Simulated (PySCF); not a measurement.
CuF, SMILES [Cu][F], multiplicity 1. Coordinates come from a PBE0-D3(BJ)/def2-TZVPD optimisation. The multiplicity is an assumed one; other spin states were not compared.

Method: PBE0-D3(BJ)/def2-TZVPD (PySCF).

Harmonic wavenumbers (cm⁻¹): 593. Rotational constants (GHz): 11.10 (linear); symmetry number 1.

Work out the zero-point energy and the ideal-gas rigid-rotor harmonic-oscillator thermochemistry at 298.15 K and 1 atm.

ZPE = ½ Σ hcν = ½ × 593 cm⁻¹ = 0.85 kcal/mol. H − E(el) = 3.02 kcal/mol. Entropy in cal/(mol K): translation 39.15, rotation 14.56, vibration 0.46, total 54.17. G − E(el) = -13.13 kcal/mol. Cp = 8.00 cal/(mol K).
